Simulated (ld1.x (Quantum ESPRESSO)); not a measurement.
**arsenic (As): variants of one PAW potential**

Base potential:

* Element: arsenic
* Generator: ld1.x (Quantum ESPRESSO) 7.5
* Type: PAW
* Functional: PBE
* Relativity: scalar-relativistic
* Frozen core: [Ar]
* Valence charge: 15
* Reference configuration: 3d10 4s2 4p3
* Partial waves: 4s (bound): rcut 1.30, rcutus 1.80 bohr; 4s channel at 4.05 Ry: rcut 1.30, rcutus 1.80 bohr; 4p (bound): rcut 1.85, rcutus 2.30 bohr; 4p channel at 1.3 Ry: rcut 1.85, rcutus 2.30 bohr; 3d (bound): rcut 1.05, rcutus 1.35 bohr; 3d channel at -1.55 Ry: rcut 1.05, rcutus 1.35 bohr
* Local potential: all-electron potential smoothed inside 1.75 bohr (lloc = -1)
* Core correction: Bessel-smoothed model core, default radius (core density twice the valence density)
* Augmentation charge: PSQ, inside the norm-conserving radii

Cutoffs, loose and tight: the cutoffs (Ry, on a coarse ladder) from which the occupation-weighted sum of valence levels, in a spherical-Bessel basis at the reference potential, stays within 10 and 1 mRy of its value at 400 Ry. They do not see the model core or the augmentation charge, which bear on the density cutoff. Test errors are all-electron minus pseudo excitation energies from the reference, over the configurations 3d10 4s2 4p2; 3d10 4s2 4p1; 3d10 4s2 4p0; 3d10 4s2 4p2.5; 3d10 4s1 4p4; 3d9 4s2 4p3; 3d10 4s2 4p3.3. A dash means not determined; rows that change the core or the reference have their own tests. The largest error is taken over the tests solved by every variant that gives reliable tests at all: 3d10 4s1 4p4; 3d10 4s2 4p1; 3d10 4s2 4p2; 3d10 4s2 4p2.5; 3d10 4s2 4p3.3.

A true bound ghost makes a file unfit for plane-wave use even where its test errors are small: the radial tests pick states by their node count and pass the ghost by. Where a test does run into it, the solver fails or the error is huge.

| change | outcome | cutoff, loose | cutoff, tight | bound ghosts | largest test error (meV) |
| --- | --- | --- | --- | --- | --- |
| base | generated | 70 Ry | 120 Ry | none | -3.8 |
| local potential all-electron potential smoothed inside 1.38 bohr (lloc = -1) | generated | 70 Ry | 120 Ry | none | -3.5 |
| all radii but the core radius scaled by about 0.94 (s 1.70, p 2.16, d 1.28 bohr, rcut 1.22/1.74/0.98); local potential all-electron potential smoothed inside 1.64 bohr (lloc = -1) | generated | 90 Ry | 140 Ry | none | -3.9 |
| wave 4s channel at 4.05 Ry: rcut 1.30, rcutus 1.80 bohr becomes 4s channel at -0.77 Ry: rcut 1.30, rcutus 1.80 bohr | generated | 70 Ry | 120 Ry | none | -4.1 |
| local potential all-electron potential smoothed inside 1.85 bohr (lloc = -1) | generated | 70 Ry | 120 Ry | none | -3.8 |
| waves 4s (bound): rcut 1.30, rcutus 1.90 bohr; 4s channel at 4.05 Ry: rcut 1.30, rcutus 1.90 bohr | generated | 70 Ry | 120 Ry | none | -3.3 |

Question: What comes out with this change to the base: waves 3d (bound): rcut 0.98, rcutus 1.04 bohr; 3d channel at -1.55 Ry: rcut 0.98, rcutus 1.04 bohr?

Answer: outcome: generated; cutoff, loose: 160 Ry; cutoff, tight: 260 Ry; bound ghosts: none; largest test error (meV): -3.8.

Question: What comes out with this change to the base: waves 4p (bound): rcut 1.32, rcutus 1.40 bohr; 4p channel at 1.3 Ry: rcut 1.32, rcutus 1.40 bohr?

Answer: outcome: generated; cutoff, loose: 70 Ry; cutoff, tight: 120 Ry; bound ghosts: p; largest test error (meV): -4.3.
